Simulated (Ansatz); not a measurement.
`C/C=[CH]\[GaH2]` + `OC#CO` → `OC#C[O][GaH2]` + `C=CC` at 298.15 K and 1 bar (ligand exchange at a Ga–C bond).

Calculated with Ansatz (gas phase, PBE0-D4/def2-TZVP geometries, no zero-point term in ΔE). CBS: MP2 limit from def2 TZ/QZ plus the TZ coupled-cluster correction, frozen cores. For Ga outer-core shells are correlated without core-valence functions, which leaves a few kJ/mol of doubt a bond. Scalar relativity is left out up to krypton. Each species was taken in one conformer, which may not be the lowest.

| species | CCSD(T)/CBS energy (Eh) | H − E (kJ/mol) | S (J/(mol·K)) |
| --- | --- | --- | --- |
| `C/C=[CH]\[GaH2]` | -2042.27078 | 237.9 | 329.8 |
| `OC#CO` | -227.53355 | 113.9 | 274.0 |
| `OC#C[O][GaH2]` | -2152.09063 | 129.0 | 354.3 |
| `C=CC` | -117.74610 | 222.5 | 264.5 |

H − E and S are ideal-gas, rigid-rotor, harmonic terms from PBE0-D4/def2-TZVP, for one conformer and one mirror image of each species. 1 Eh = 2625.50 kJ/mol, R = 8.31446 J/(mol·K).

Q: By hand: ΔE, ΔH, ΔS and ΔG.

A: ΔE = (-2152.09063) + (-117.74610) − (-2042.27078) − (-227.53355) = -0.03240 Eh = -85.1 kJ/mol. Δ(H − E) = 129.0 + 222.5 − 237.9 − 113.9 = -0.3, so ΔH = -85.4 kJ/mol. ΔS = 354.3 + 264.5 − 329.8 − 274.0 = 15.0 J/(mol·K). ΔG = -85.4 − 298.15 × (15.0)/1000 = -89.9 kJ/mol.

Q: By hand: the equilibrium constant, and the temperature at which ΔG would vanish if ΔH and ΔS stayed fixed.

A: log₁₀ K = −ΔG/(RT ln 10) = 15.7. ΔH and −TΔS have one sign here, so there is no such temperature.

ΔH outweighs TΔS. A doubt of 5 kJ/mol in ΔE shifts log₁₀ K by 0.9 here. Other conformers and mirror images would add mixing entropy, several J/(mol·K) or more a flexible species. These are equilibria of isolated gas molecules and say nothing of rates. Largest T1 diagnostic: 0.015 (customary marks: 0.02 for closed shells, 0.045 for open ones).
